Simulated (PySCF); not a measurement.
**Bonding in `C#CC1=CC(C#N)=C[SiH2]1`**

C7H5NSi.
Numbering: `[CH:1]#[C:2][C:3]1=[CH:4][C:5]([C:6]#[N:7])=[CH:8][SiH2:9]1` (hydrogens: H10 on C1; H11 on C4; H12 on C8; H13, H14 on Si9)

Geometry (GFN2-xTB, Å), atoms numbered from 1 in this order:
```xyz
14
C7H5NSi angstrom
C      3.438    0.137   -0.337
C      2.242    0.085   -0.216
C      0.862   -0.023   -0.035
C     -0.049    0.755   -0.656
C     -1.440    0.477   -0.326
C     -2.467    1.238   -0.924
N     -3.303    1.856   -1.410
C     -1.672   -0.520    0.557
Si    -0.028   -1.266    1.103
H      4.478    0.201   -0.459
H      0.195    1.539   -1.357
H     -2.670   -0.791    0.856
H      0.151   -2.648    0.666
H      0.264   -1.040    2.517
```

Bond orders from the PBE0/pcSseg-1 density (PySCF). Geometry: GFN2-xTB; no solvent, vibrations or thermal averaging.

**Question.** How far do the computed orders between heavy atoms stray from the drawn ones?

**Answer.** The largest departure is 0.747, at C1–C2 (drawn triple, 2.253). Drawn single, order below 0.88: C8–Si9 (0.870) and Si9–C3 (0.805). Drawn double or triple, more than 0.30 short of the drawn order: C1–C2 (2.253).

**Question.** Give the Mayer order of every bond, beside its length.

**Answer.** 
```json
{"bond": "C1–C2", "drawn as": "triple", "length (Å)": "1.204", "Mayer order": "2.253"}
{"bond": "C2–C3", "drawn as": "single", "length (Å)": "1.396", "Mayer order": "1.100"}
{"bond": "C3–C4", "drawn as": "double", "length (Å)": "1.349", "Mayer order": "1.725"}
{"bond": "C4–C5", "drawn as": "single", "length (Å)": "1.457", "Mayer order": "1.054"}
{"bond": "C5–C6", "drawn as": "single", "length (Å)": "1.411", "Mayer order": "1.017"}
{"bond": "C6–N7", "drawn as": "triple", "length (Å)": "1.147", "Mayer order": "3.022"}
{"bond": "C5–C8", "drawn as": "double", "length (Å)": "1.352", "Mayer order": "1.751"}
{"bond": "C8–Si9", "drawn as": "single", "length (Å)": "1.886", "Mayer order": "0.870"}
{"bond": "Si9–C3", "drawn as": "single", "length (Å)": "1.906", "Mayer order": "0.805"}
{"bond": "C1–H10", "drawn as": "single", "length (Å)": "1.049", "Mayer order": "1.163"}
{"bond": "C4–H11", "drawn as": "single", "length (Å)": "1.080", "Mayer order": "0.982"}
{"bond": "C8–H12", "drawn as": "single", "length (Å)": "1.077", "Mayer order": "0.952"}
{"bond": "Si9–H13", "drawn as": "single", "length (Å)": "1.461", "Mayer order": "0.942"}
{"bond": "Si9–H14", "drawn as": "single", "length (Å)": "1.461", "Mayer order": "0.942"}
```

By pair of heavy elements: C–C: lowest C5–C6 (1.017, 1.411 Å), highest C1–C2 (2.253, 1.204 Å); in 1 of the 15 pairs the longer bond (by over 0.003 Å) has the higher order (by 0.02 or more). C–Si: lowest Si9–C3 (0.805, 1.906 Å), highest C8–Si9 (0.870, 1.886 Å).

**Question.** Sum the orders of all bonds at each heavy atom with more than one neighbour and set the sums beside the valence in the SMILES.

**Answer.** C1 3.416 (drawn 4), C2 3.353 (drawn 4), C3 3.630 (drawn 4), C4 3.761 (drawn 4), C5 3.822 (drawn 4), C6 4.039 (drawn 4), C8 3.573 (drawn 4), Si9 3.559 (drawn 4). Orders between atoms that aren't bonded are not in these sums.

For a closed shell the Mayer order of atoms A and B is Σ (PS)μν (PS)νμ over the basis functions μ on A and ν on B, with P the density and S the overlap matrix.
